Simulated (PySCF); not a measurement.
BiI3, SMILES [I][Bi]([I])[I]. Geometry: B3LYP-D3(BJ)/def2-SVP. The isomer is the one that the SMILES or the coordinates give; other isomers of the formula were not compared. The def2 effective core potentials stand for the cores of Bi, I; spin–orbit coupling is left out.

Give the equilibrium geometry at B3LYP-D3(BJ)/def2-SVP (PySCF confirms it by a frequency run) as a Z-matrix, and its point group. (Estimate from the structure and the level; the computed values follow.)

point group C3v.
```
Bi
I 1 2.8470
I 1 2.8470 2 100.49
I 1 2.8470 2 100.49 3 -102.86
```
Charge 0, spin multiplicity 1.
